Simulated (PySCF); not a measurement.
CH10Ge2Si, singlet, at a GFN2-xTB geometry, with bond 7-2 at 1.4 times its length; CASSCF(2,4)/STO-3G (PySCF).

Here is a job for PySCF.
```python
from pyscf import gto, scf, mcscf
import numpy

mol = gto.M(
    atom='''
Si   -0.126330    0.846998    0.264781
C    -0.490677    2.111841   -1.107465
Ge    1.990457   -0.101095   -0.104628
Ge   -1.813756   -0.786589    0.272678
H    -0.122952    1.542523    1.561385
H    -0.501736    1.628459   -2.082063
H    -1.845404    2.773972   -0.904251
H     0.263676    2.893706   -1.135030
H     2.985475    0.080191    1.003526
H     1.998169   -1.585551   -0.328648
H     2.719888    0.427902   -1.305935
H    -2.911915   -0.566320   -0.727605
H    -2.558947   -0.944767    1.565178
H    -1.355081   -2.184083   -0.028229
''',
    basis='sto-3g',
    charge=0,
    spin=0,
    verbose=4,
)

mf = scf.RHF(mol)
mf.kernel()
mc = mcscf.CASSCF(mf, 4, 2)
mc.fix_spin_(ss=0.0)
mc.conv_tol = 1e-5
mc.kernel()
occ = numpy.linalg.eigvalsh(mc.fcisolver.make_rdm1(mc.ci, mc.ncas, mc.nelecas))[::-1]
ss = mc.fcisolver.spin_square(mc.ci, mc.ncas, mc.nelecas)[0]
print('natural occupations', occ.round(4), ' <S^2>', round(ss, 4))
```

**Question.** What does PySCF print? Leave out banner, timings and long lists.

**Answer.** 
```
PySCF version 2.14.0

[INPUT] verbose = 4
[INPUT] num. atoms = 14
[INPUT] num. electrons = 94
[INPUT] charge = 0
[INPUT] spin (= nelec alpha-beta = 2S) = 0
[INPUT] symmetry False subgroup None
[INPUT] Mole.unit = angstrom
[INPUT] Symbol           X                Y                Z      unit          X                Y                Z       unit  Magmom
[INPUT]  1 Si    -0.126330000000   0.846998000000   0.264781000000 AA   -0.238729101316   1.600594248054   0.500363572988 Bohr   0.0
[INPUT]  2 C     -0.490677000000   2.111841000000  -1.107465000000 AA   -0.927245145623   3.990801108628  -2.092805542541 Bohr   0.0
[INPUT]  3 Ge     1.990457000000  -0.101095000000  -0.104628000000 AA    3.761418592723  -0.191041862563  -0.197718264961 Bohr   0.0
[INPUT]  4 Ge    -1.813756000000  -0.786589000000   0.272678000000 AA   -3.427502096787  -1.486437782596   0.515286740194 Bohr   0.0
[INPUT]  5 H     -0.122952000000   1.542523000000   1.561385000000 AA   -0.232345606468   2.914946010842   2.950590025004 Bohr   0.0
[INPUT]  6 H     -0.501736000000   1.628459000000  -2.082063000000 AA   -0.948143626835   3.077341515083  -3.934528844090 Bohr   0.0
[INPUT]  7 H     -1.845404000000   2.773972000000  -0.904251000000 AA   -3.487308149177   5.242047357212  -1.708786737864 Bohr   0.0
[INPUT]  8 H      0.263676000000   2.893706000000  -1.135030000000 AA    0.498275425621   5.468311825011  -2.144895843165 Bohr   0.0
[INPUT]  9 H      2.985475000000   0.080191000000   1.003526000000 AA    5.641730101736   0.151539027655   1.896389298880 Bohr   0.0
[INPUT] 10 H      1.998169000000  -1.585551000000  -0.328648000000 AA    3.775992160596  -2.996257146530  -0.621054711386 Bohr   0.0
[INPUT] 11 H      2.719888000000   0.427902000000  -1.305935000000 AA    5.139843409491   0.808617588154  -2.467859486484 Bohr   0.0
[INPUT] 12 H     -2.911915000000  -0.566320000000  -0.727605000000 AA   -5.502721848013  -1.070189698864  -1.374974176864 Bohr   0.0
[INPUT] 13 H     -2.558947000000  -0.944767000000   1.565178000000 AA   -4.835708997277  -1.785350881527   2.957757756194 Bohr   0.0
[INPUT] 14 H     -1.355081000000  -2.184083000000  -0.028229000000 AA   -2.560731966602  -4.127318703318  -0.053345078770 Bohr   0.0

nuclear repulsion = 597.07205885401
number of shells = 34
number of NR pGTOs = 180
number of NR cGTOs = 60
basis = sto-3g
ecp = {}

******** <class 'pyscf.scf.hf.RHF'> ********
method = RHF
initial guess = minao
damping factor = 0
level_shift factor = 0
DIIS = <class 'pyscf.scf.diis.CDIIS'>
diis_start_cycle = 1
diis_space = 8
diis_damp = 0
SCF conv_tol = 1e-09
SCF conv_tol_grad = None
SCF max_cycles = 50
direct_scf = True
direct_scf_tol = 1e-13
Set gradient conv threshold to 3.16228e-05
Initial guess from minao.
init E= -4426.43767484431
  HOMO = -0.514021923023174  LUMO = -0.102275266226333  gap/eV = 11.20420
cycle= 1 E= -4432.20118949563  delta_E= -5.76  |g|= 0.564  |ddm|= 3.93
  HOMO = -0.258607209408322  LUMO = 0.342766328746957  gap/eV = 16.36421
cycle= 2 E= -4432.33234411726  delta_E= -0.131  |g|= 0.0613  |ddm|=  1.1
  HOMO = -0.311592947390439  LUMO = 0.345783501001023  gap/eV = 17.88812
cycle= 3 E= -4432.33426823244  delta_E= -0.00192  |g|= 0.0167  |ddm|= 0.12
  HOMO = -0.312961188452301  LUMO = 0.347339934781422  gap/eV = 17.96771
cycle= 4 E= -4432.33446302829  delta_E= -0.000195  |g|= 0.00279  |ddm|= 0.0486
  HOMO = -0.312785990541728  LUMO = 0.347839175163752  gap/eV = 17.97653
cycle= 5 E= -4432.33446731829  delta_E= -4.29e-06  |g|= 0.000818  |ddm|= 0.00581
  HOMO = -0.312838458875689  LUMO = 0.34776503454173  gap/eV = 17.97594
cycle= 6 E= -4432.33446771603  delta_E= -3.98e-07  |g|= 0.000134  |ddm|= 0.00195
  HOMO = -0.312856466636527  LUMO = 0.347758854075413  gap/eV = 17.97626
cycle= 7 E= -4432.33446772944  delta_E= -1.34e-08  |g|= 1.86e-05  |ddm|= 0.000372
  HOMO = -0.312853129555782  LUMO = 0.347761593828102  gap/eV = 17.97624
cycle= 8 E= -4432.3344677297  delta_E= -2.62e-10  |g|= 3.5e-06  |ddm|= 4.87e-05
  HOMO = -0.312854034401411  LUMO = 0.347760889038754  gap/eV = 17.97625
Extra cycle  E= -4432.3344677297  delta_E= -5.46e-12  |g|= 1.25e-06  |ddm|= 7e-06
converged SCF energy = -4432.3344677297

******** <class 'pyscf.mcscf.mc1step.CASSCF'> ********
CAS (1e+1e, 4o), ncore = 46, nvir = 10
max_cycle_macro = 50
max_cycle_micro = 4
conv_tol = 1e-05
conv_tol_grad = None
orbital rotation max_stepsize = 0.02
orbital rotation threshold for CI restart = 0.01
augmented hessian ah_max_cycle = 30
augmented hessian ah_conv_tol = 1e-12
augmented hessian ah_linear dependence = 1e-14
augmented hessian ah_level shift = 1e-08
augmented hessian ah_start_tol = 2.5
augmented hessian ah_start_cycle = 3
augmented hessian ah_grad_trust_region = 3
kf_trust_region = 3
kf_interval = 4
ci_response_space = 4
ci_grad_trust_region = 3
with_dep4 0
natorb = False
canonicalization = True
sorting_mo_energy = False
ao2mo_level = 2
internal_rotation = False
******** <class 'pyscf.fci.addons.SpinPenaltyFCISolver'> ********
max. cycles = 50
conv_tol = 1e-08
davidson only = True
linear dependence = 1e-12
level shift = 0.001
max iter space = 12
nroots = 1
pspace_size = 400
spin = None
CASCI E = -4432.33712406420  S^2 = 0.0000000
Set conv_tol_grad to 0.00316228
macro iter   1 ( 21 JK    4 micro), CASSCF E = -4432.33997089851  dE = -2.84683431e-03  S^2 = 0.0000000
               |grad[o]|=0.00425  |grad[c]|=0.0166  |ddm|=0.00877  |maxRot[o]|=0.197
macro iter   2 ( 21 JK    4 micro), CASSCF E = -4432.34250773726  dE = -2.53683874e-03  S^2 = 0.0000000
               |grad[o]|=0.00486  |grad[c]|=0.0084  |ddm|=0.00526  |maxRot[o]|=0.189
macro iter   3 ( 16 JK    3 micro), CASSCF E = -4432.34335644970  dE = -8.48712441e-04  S^2 = 0.0000000
               |grad[o]|=0.00271  |grad[c]|=0.00614  |ddm|=0.00316  |maxRot[o]|= 0.23
macro iter   4 (  6 JK    1 micro), CASSCF E = -4432.34351391850  dE = -1.57468800e-04  S^2 = 0.0000000
               |grad[o]|=0.00147  |grad[c]|=0.00198  |ddm|=0.000452  |maxRot[o]|=0.0799
macro iter   5 (  6 JK    1 micro), CASSCF E = -4432.34357936961  dE = -6.54511086e-05  S^2 = 0.0000000
               |grad[o]|=0.000856  |grad[c]|=0.00162  |ddm|=0.000461  |maxRot[o]|=0.0798
macro iter   6 (  1 JK    1 micro), CASSCF E = -4432.34357936962  dE = -8.18545232e-12  S^2 = 0.0000000
               |grad[o]|=0.000262  |grad[c]|=2.5e-06  |ddm|=6.43e-06  |maxRot[o]|=    0
1-step CASSCF converged in   6 macro ( 71 JK  14 micro) steps
CASSCF canonicalization
Density matrix diagonal elements [1.98304239e+00 1.21919791e-02 1.15216279e-03 3.61346855e-03]
CASSCF energy = -4432.34357936962
CASCI E = -4432.34357936962  E(CI) = -1.25710803451420  S^2 = 0.0000000
natural occupations [1.983e+00 1.470e-02 1.100e-03 1.100e-03]  <S^2> 0.0
```
